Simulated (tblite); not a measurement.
Compound: C3H11OPSi.
SMILES with atom numbers: `[CH3:1][O:2][CH2:3][CH2:4][PH:5][SiH3:6]` (hydrogens: H7, H8, H9 on C1; H10, H11 on C3; H12, H13 on C4; H14 on P5; H15, H16, H17 on Si6)

Cartesian coordinates in Å at the GFN2-xTB level; atoms count from 1:
```xyz
17
C3H11OPSi angstrom
C     -1.387    1.567    0.830
O     -0.704    0.618    0.054
C     -1.134   -0.704    0.269
C     -0.190   -1.627   -0.481
P      1.538   -1.408    0.195
Si     1.966    0.667   -0.532
H     -1.271    1.362    1.901
H     -0.950    2.536    0.595
H     -2.456    1.578    0.586
H     -1.111   -0.940    1.345
H     -2.170   -0.827   -0.087
H     -0.214   -1.396   -1.547
H     -0.497   -2.665   -0.335
H      2.156   -2.057   -0.869
H      1.235    1.053   -1.737
H      3.398    0.655   -0.874
H      1.785    1.599    0.577
```

Computed values, GFN2-xTB/tblite, gas phase, harmonic and unscaled. Errors from tens to a few hundred cm⁻¹ against measured bands are possible. Modes of hydrogen on phosphorus and silicon can be 10 to 20 % off. One conformer, not necessarily the lowest.

Harmonic wavenumbers (cm⁻¹): 34.1, 84.4, 113.4, 174.5, 217.8, 241.2, 260.3, 319.5, 464.8, 485.0, 497.6, 519.6, 687.1, 708.8, 737.1, 799.8, 810.0, 830.1, 848.5, 960.1, 995.6, 1064.1, 1122.2, 1127.7, 1137.4, 1191.0, 1211.4, 1260.0, 1345.1, 1404.7, 1434.0, 1468.2, 1485.6, 1492.4, 2179.7, 2255.4, 2270.1, 2290.8, 2836.6, 2872.3, 2903.9, 2925.1, 2957.4, 2965.4, 3033.7.

A = 2848, B = 1745, C = 1205 MHz; mass 122.032 u (most abundant isotopes); point group C1, symmetry number 1.

Q: Zero-point energy?

A: ½Σν̃ = 28512 cm⁻¹ = 341.08 kJ/mol.

Q: Give the ideal-gas entropy at 298.15 K and 1 bar in the rigid-rotor, harmonic-oscillator model (classical rotation).

A: Translation 168.77, rotation 118.72, vibration 111.81: S = 399.3 J/(mol K).

Q: And Cp and H(298.15 K) − H(0)?

A: Cp = 149.31 J/(mol K), of which vibrations give 116.05 (their classical limit is 45 R = 374.2); H(298.15 K) − H(0) = 27.36 kJ/mol without the zero-point energy, 17.45 from vibrations.

Q: How do the functions run with temperature in this model?

A: 
```json
{"T (K)": "150", "S (J/(mol K))": "318.4", "Cp (J/(mol K))": "93.0", "H − H(0) (kJ/mol)": "9.44", "G − H(0) (kJ/mol)": "-38.32", "ln q(vib)": "2.90"}
{"T (K)": "250", "S (J/(mol K))": "374.7", "Cp (J/(mol K))": "130.9", "H − H(0) (kJ/mol)": "20.62", "G − H(0) (kJ/mol)": "-73.05", "ln q(vib)": "5.27"}
{"T (K)": "400", "S (J/(mol K))": "448.4", "Cp (J/(mol K))": "185.7", "H − H(0) (kJ/mol)": "44.46", "G − H(0) (kJ/mol)": "-134.89", "ln q(vib)": "8.81"}
{"T (K)": "600", "S (J/(mol K))": "534.9", "Cp (J/(mol K))": "241.8", "H − H(0) (kJ/mol)": "87.54", "G − H(0) (kJ/mol)": "-233.43", "ln q(vib)": "13.42"}
{"T (K)": "900", "S (J/(mol K))": "644.3", "Cp (J/(mol K))": "297.0", "H − H(0) (kJ/mol)": "169.02", "G − H(0) (kJ/mol)": "-410.86", "ln q(vib)": "19.91"}
```

q(vib) and H(0) count from the zero-point level.

Q: Blend soft modes into free rotors: weight 1/[1 + (100 cm⁻¹/ν̃)⁴] for the oscillator and the rest for a rotor with moment μB/(μ + B), μ = h/(8π²ν), B = 10⁻⁴⁴ kg m². What vibrational entropy results?

A: 102.19 J/(mol K) in place of 111.81, which changes −T·S at 298.15 K by +2.87 kJ/mol.

Q: What must be added to the electronic energy to get the Gibbs energy at 298.15 K and 1 bar?

A: ZPE + [H(298.15 K) − H(0)] − T·S = 341.08 + 27.36 − 119.05 = 249.39 kJ/mol.

Q: Which modes carry the vibrational entropy at 298.15 K?

A: 34.1 cm⁻¹: 23.33; 84.4 cm⁻¹: 15.84; 113.4 cm⁻¹: 13.43; 174.5 cm⁻¹: 9.98; 217.8 cm⁻¹: 8.27; 241.2 cm⁻¹: 7.51 J/(mol K); the other 39 give 33.45 together.

Hindered rotation and anharmonicity are outside this model. Other conformers, if any are populated, would add a mixing term that is left out. The structure is chiral; the term R ln 2 for an equal mix with its mirror image is left out.

Time: 0.87 s wall. Hardware: one thread, Arm Neoverse N1 (aarch64), on a shared host. This covers the Hessian and the dipole derivatives.
